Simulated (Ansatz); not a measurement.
Species: sum formula BN$_{2}$H$_{3}$Br, net charge 0, doublet state. It need not be the lowest isomer of its formula. 
Structure (B3LYP-D3(BJ)/def2-TZVP (Ansatz, a quantum-chemistry and plane-wave program) minimum search):
SMILES: [NH]B(N)Br
```xyz
7

N      1.2904    -1.5254    -0.5496
B      0.0257    -1.0011    -0.1629
N     -1.1691    -1.7103    -0.1012
Br     0.0070     0.9465     0.1537
H      2.0379    -1.4923     0.1409
H     -1.2155    -2.6984    -0.2870
H     -2.0460    -1.2807     0.1365
```
Charge 0, spin multiplicity 2.

Basis-set convergence of Hartree-Fock and CCSD correlation energies (hartree) with Ansatz. Valence correlation only, unless marked. Open shells are spin-unrestricted. Spin-orbit coupling is left out. Frozen are the shells of the preceding noble gas and the d and f shells that filled before the atom's block. No relativistic terms.

```json
[
 {"basis": "aug-cc-pVDZ", "functions": "132", "E(HF)": "-2707.81770", "E(corr, CCSD)": "-0.56108"},
 {"basis": "aug-cc-pVTZ", "functions": "266", "E(HF)": "-2707.92277", "E(corr, CCSD)": "-0.68551"},
 {"basis": "aug-cc-pVQZ", "functions": "471", "E(HF)": "-2707.93372", "E(corr, CCSD)": "-0.72485"}
]
```

Extrapolating the two largest sets (X = 3 and 4) as X^-3: E(corr) = (64·(-0.72485) - 27·(-0.68551))/37 = -0.7536 Eh, an estimate of the basis-set limit. The largest set recovers 96.2 % of it, the smallest 74.5 %.
